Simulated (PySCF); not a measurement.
Vertical excitations of a molecule C3H8OSi from PySCF 2.14.0 with TDDFT-B3LYP/def2-SVPD, as energy in eV (oscillator strength): 6.12 (0.008), 6.21 (0.002), 6.56 (0.028), 6.86 (0.279), 6.89 (0.000), 7.53 (0.001), 7.75 (0.012), 7.81 (0.000), 7.99 (0.007), 8.08 (0.019). Lowest triplet (TDA): 4.33 eV. Geometry: B3LYP-D3(BJ)/def2-SVP. One conformer was computed; it need not be the lowest.

Q: Identify the compound among the candidates.
A. C=C[SiH2]OC
B. OC1C[SiH2]C1
C. O[SiH]1CCC1
D. C=CO[SiH2]C

A: D, C=CO[SiH2]C
